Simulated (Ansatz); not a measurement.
Two structures of BSiH$_{6}$BrO, closed shell, reached by relaxing down either side of one saddle point (PBE0-D4/def2-TZVP). Energies are electronic, without zero-point energy. Computed with Ansatz 0.2.0 (basis: def2-TZVPP and def2-QZVPP); correlated methods freeze the cores. Filled d shells of the heavier atoms are correlated. The def2 sets are not built for correlating such inner shells, so the correlated values are less sure here. Extrapolation: Hartree–Fock as exp(−7.88 √X), correlation as X^−2.97. First:

```tsv
atom	x (Å)	y (Å)	z (Å)
B1	0.0081	-1.3656	0.2876
Br2	1.9870	-1.6228	0.5535
H3	-0.5006	-2.3229	-0.2134
H4	-0.5160	-0.9026	1.2701
H5	0.6169	-0.2429	-1.4307
O6	-0.0901	-0.1614	-0.7770
Si7	-0.3261	1.3678	-0.0346
H8	0.6275	1.5343	1.0771
H9	-0.0711	2.3373	-1.1257
H10	-1.7357	1.3787	0.3932
```

Second:

```xyz
10
angstrom
B -0.8660 -1.2842 0.3659
Br 3.0246 -1.1156 -1.1040
H -0.4409 -2.3952 0.2367
H -1.9694 -1.0571 0.7822
H 1.7038 -0.8353 -0.6204
O -0.0548 -0.2566 0.0242
Si -0.3053 1.3965 0.0719
H 0.7204 1.9738 0.9688
H -0.1408 1.9085 -1.3066
H -1.6717 1.6651 0.5815
```

Question: Which bonds change from the first to the second?

Answer: SiH₄O ([OH][SiH3]) + BH₂Br ([BH2][Br]) → BSiH₅O ([BH2][O][SiH3]) + HBr; bonds formed: Br2–H5; dative contacts that become bonds: B1–O6; bonds broken: B1–Br2, H5–O6.

Question: Give the saddle point's structure and its height above each. (An estimate is asked for; the value comes from the calculation.)

Answer: The calculation gives: 0.817 eV above the first and 0.879 eV above the second (CCSD(T) at an estimated basis limit (MP2 extrapolated from triple and quadruple zeta, plus CCSD(T) − MP2 in triple zeta)).
B1  (-0.234, -1.304, 0.274)
Br2  (2.126, -1.662, -0.089)
H3  (-0.668, -2.290, -0.229)
H4  (-0.325, -1.073, 1.445)
H5  (1.125, -0.556, -0.725)
O6  (-0.111, -0.139, -0.615)
Si7  (-0.415, 1.436, -0.109)
H8  (0.462, 1.765, 1.040)
H9  (-0.121, 2.303, -1.271)
H10  (-1.841, 1.519, 0.280)
(Å)

T1 diagnostic: at most 0.011.

The step is the kind of ligand exchange by which a precursor binds to a hydroxyl group, or is hydrolysed, in atomic layer deposition of oxides.

Labels in which every atom is bracketed show which atoms are joined, not bond orders.

For scale, one of the runs: CCSD(T)/def2-TZVPP, 236 basis functions, launched by `ansatz run in.yaml --threads 8 --pin off --events-out ev --progress --plain --max-ram 19148MiB`. Time: 73 s of wall clock on 8 CPU threads of an Arm Neoverse V2; the host was shared. Peak host memory: 4.4 GiB.
